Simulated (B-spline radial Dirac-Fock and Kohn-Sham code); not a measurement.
**Ce⁴⁺ 4s: cross section and angular parameters**

System: Ce⁴⁺, configuration 1s2 2s2 2p6 3s2 3p6 3d10 4s2 4p6 4d10 5s2 5p6; threshold 340.6 eV (orbital energy of the model). Model: Dirac-Hartree-Slater photoionisation with a Latter tail; cross sections with all multipoles, angular parameters from the dipole term and its interference with E2. Program: a radial finite-basis atomic code.

The run's input, task.json:

```json
{"items": [{
  "Z": 58,
  "q": 4,
  "cfg": [[1, 0, 2], [2, 0, 2], [2, 1, 6], [3, 0, 2], [3, 1, 6], [3, 2, 10], [4, 0, 2], [4, 1, 6], [4, 2, 10], [5, 0, 2], [5, 1, 6]],
  "A": 140,
  "rrms": 4.8771,
  "do": "xps",
  "hv": [58.2, 60, 66.7, 70.1, 76.1, 76.4, 80, 86.2, 176.0, 200, 296.0, 300, 400, 704.0, 726.0, 876.0, 1240.0, 1253.6, 1550.0, 2760.0, 3750.0, 5630.0, 6550.0, 7640.0, 8047.8, 9160.0, 9760.0, 12500.0, 13900.0, 15000]
}]}
```

Run with: `python xray2_run.py task.json out`

For linearly polarised light dσ/dΩ = σ/(4π) [1 + β P₂(cos θ) + (δ + γ cos²θ) sin θ cos φ], with θ from the polarisation vector and φ the angle between the beam and the projection of the electron momentum on the plane normal to the polarisation.

| hν (eV) | σ (kb) | β | γ |
| --- | --- | --- | --- |
| 400 | 106 | 1.945 | 0.454 |
| 704 | 54.1 | 1.967 | 0.422 |
| 726 | 51.9 | 1.968 | 0.416 |
| 876 | 39.7 | 1.972 | 0.373 |
| 1240 | 23.0 | 1.976 | 0.261 |
| 1253.6 | 22.6 | 1.976 | 0.257 |
| 1550 | 16.0 | 1.978 | 0.177 |
| 2760 | 5.81 | 1.982 | -0.034 |
| 3750 | 3.32 | 1.984 | -0.106 |
| 5630 | 1.53 | 1.985 | -0.097 |
| 6550 | 1.13 | 1.985 | -0.054 |
| 7640 | 0.832 | 1.985 | 0.016 |
| 8047.8 | 0.749 | 1.985 | 0.045 |
| 9160 | 0.575 | 1.985 | 0.134 |
| 9760 | 0.505 | 1.985 | 0.186 |
| 12500 | 0.300 | 1.985 | 0.442 |
| 13900 | ? | ? | ? |
| 15000 | 0.202 | 1.985 | 0.682 |

Question: Give the values at 13900 eV.

Answer: σ = 0.239 kb, β = 1.985, γ = 0.576. For an s subshell δ is negligible.

Values without a named source are computed, but for edge energies of neutral atoms, which are taken from tables.
